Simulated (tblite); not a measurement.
Isomers of C4H8FO2Si (doublet state). Level: GFN2-xTB in tblite, geometry and Hessian alike; calculated harmonic values, unscaled, isolated species. Against measured fundamentals such values can be off by several per cent, at times by over 20. Modes of hydrogen on silicon can be 10 to 20 % off. One conformer each. Open shells enter through the occupations alone, without spin polarisation, and single modes of such species can be off by tens of per cent.

Electronic energies: GFN2-xTB at the same geometries; isomer energies are rough at this level and their order can be wrong.

```tsv
SMILES	electronic energy, lowest = 0 (kcal/mol)
O=CC[C@@H](F)[CH]O[SiH3]	40.1
C=C(F)[C@H]([O])C[SiH2]O	64.8
CO[Si@@H](F)/C=C\[CH]O	0.0
CO[Si](F)/C=C\CO	18.9
[CH2]O[Si@](F)(C=C)OC	5.2
CO[Si@@H](F)/C=[C]\CO	27.4
[CH2][C@H](F)C(=O)C[SiH2]O	40.3
```

Question: How do GFN2-xTB zero-point energies change the relative energies?

Answer: 
```csv
SMILES,ZPE (kcal/mol),of it from modes above 1550 cm⁻¹,electronic (kcal/mol),"with ZPE, lowest = 0 (kcal/mol)",lowest mode (cm⁻¹),rings
CO[Si@@H](F)/C=C\[CH]O,71.2,34.1,0.0,0.0,30,0
[CH2]O[Si@](F)(C=C)OC,70.8,37.3,5.2,4.9,36,0
CO[Si](F)/C=C\CO,73.6,37.2,18.9,21.3,56,0
CO[Si@@H](F)/C=[C]\CO,70.9,36.2,27.4,27.1,27,0
O=CC[C@@H](F)[CH]O[SiH3],67.2,33.4,40.1,36.2,37,0
[CH2][C@H](F)C(=O)C[SiH2]O,68.4,35.8,40.3,37.5,45,0
C=C(F)[C@H]([O])C[SiH2]O,68.6,35.7,64.8,62.1,29,0
```

The zero-point energies span 6.4 kcal/mol, from `O=CC[C@@H](F)[CH]O[SiH3]` to `CO[Si](F)/C=C\CO`. The order is unchanged.

Question: What do entropy and thermal enthalpy add at 298.15 K and 1 bar (rigid rotor, harmonic oscillator, one conformer each)?

Answer: 
| SMILES | point group | symmetry number | S (cal/(mol K)) | H − H(0) (kcal/mol) | ZPE + H − H(0) − TS (kcal/mol) |
| --- | --- | --- | --- | --- | --- |
| CO[Si@@H](F)/C=C\[CH]O | C1 | 1 | 105.7 | 7.40 | 47.1 |
| [CH2]O[Si@](F)(C=C)OC | C1 | 1 | 111.1 | 8.15 | 45.9 |
| CO[Si](F)/C=C\CO | C1 | 1 | 103.1 | 7.20 | 50.1 |
| CO[Si@@H](F)/C=[C]\CO | C1 | 1 | 106.5 | 7.49 | 46.7 |
| O=CC[C@@H](F)[CH]O[SiH3] | C1 | 1 | 104.2 | 7.29 | 43.5 |
| [CH2][C@H](F)C(=O)C[SiH2]O | C1 | 1 | 100.3 | 7.08 | 45.6 |
| C=C(F)[C@H]([O])C[SiH2]O | C1 | 1 | 104.3 | 7.22 | 44.7 |

S holds R ln(2S + 1) for the spin.
